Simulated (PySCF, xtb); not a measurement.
C₃H₄O₂Si, SMILES C1(=O)OC([SiH2]1)=C.

GFN2-xTB (xtb) at its own geometry gives an orbital gap of 3.36 eV and a dipole moment of 4.79 D.

Geometry optimised at PBE0-D3(BJ)/def2-SVP. The structure was generated by enumeration, and PubChem lists no compound with its InChIKey, so it may never have been made.

Problem. What does PySCF with ωB97X/def2-TZVP give? (Estimate from the structure and the level; the computed values follow.)

Solution. gap 10.96 eV (levels -9.89 and 1.08 eV), dipole 3.95 D.
